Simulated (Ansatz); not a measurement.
Total energies of BBrF2, SMILES `FB(F)Br`.

```xyz
4

F     0.662    0.481   -1.121
B    -0.006    0.136   -0.049
F    -0.727    1.034    0.572
Br    0.072   -1.652    0.598
```

The species carries charge 0 and has multiplicity 1. Correlated methods include outer-core shells of Br, which these sets cover unevenly. Scalar relativity is left out up to krypton. The structure was optimised at the PBE0-D4/def2-TZVP level. Basis def2-TZVPP, Ansatz.

RPA on PBE orbitals: Hartree–Fock energy of these orbitals -2796.19201 Eh, correlation -1.28053 Eh (frozen core).

```json
{"functional": "LDA (SPW92)", "energy without D4 (Eh)": "-2793.85461", "D4 term (kJ/mol)": "–"}
{"functional": "revPBE", "energy without D4 (Eh)": "-2798.64632", "D4 term (kJ/mol)": "-21.9"}
{"functional": "r2SCAN", "energy without D4 (Eh)": "-2798.83776", "D4 term (kJ/mol)": "-1.5"}
{"functional": "B97M-V", "energy without D4 (Eh)": "-2798.42608", "D4 term (kJ/mol)": "–"}
{"functional": "PBE0", "energy without D4 (Eh)": "-2798.42629", "D4 term (kJ/mol)": "-5.8"}
{"functional": "r2SCANh", "energy without D4 (Eh)": "-2798.82580", "D4 term (kJ/mol)": "-1.6"}
{"functional": "BHLYP", "energy without D4 (Eh)": "-2798.85987", "D4 term (kJ/mol)": "-9.0"}
{"functional": "CAM-B3LYP", "energy without D4 (Eh)": "-2799.01693", "D4 term (kJ/mol)": "-5.9"}
{"functional": "LC-ωPBE", "energy without D4 (Eh)": "-2798.46123", "D4 term (kJ/mol)": "–"}
{"functional": "B2PLYP", "energy without D4 (Eh)": "-2798.44116", "D4 term (kJ/mol)": "–"}
```

(1) Give the same for PBE, BLYP, B3LYP, r2SCAN0, HSE06 (plane-wave form), ωB97X-V, ωB97M-V, PBE-QIDH. (An estimate is asked.)

B3LYP takes the VWN-RPA correlation (the form of Gaussian; ORCA's B3LYP/G). HSE06 is the plane-wave form, built on full-range PBE exchange. The double hybrids freeze the cores in their second-order part.

Results:

(1) Ansatz gave: 
```tsv
functional	energy without D4 (Eh)	D4 term (kJ/mol)
PBE	-2798.33317	-7.0
BLYP	-2798.95048	-15.9
B3LYP	-2798.97922	-11.5
r2SCAN0	-2798.80893	-1.8
HSE06 (plane-wave form)	-2798.42147	-5.4
ωB97X-V	-2798.63788	–
ωB97M-V	-2798.75299	–
PBE-QIDH	-2798.09310	–
```

LC-ωPBE has ω = 0.4 bohr⁻¹.
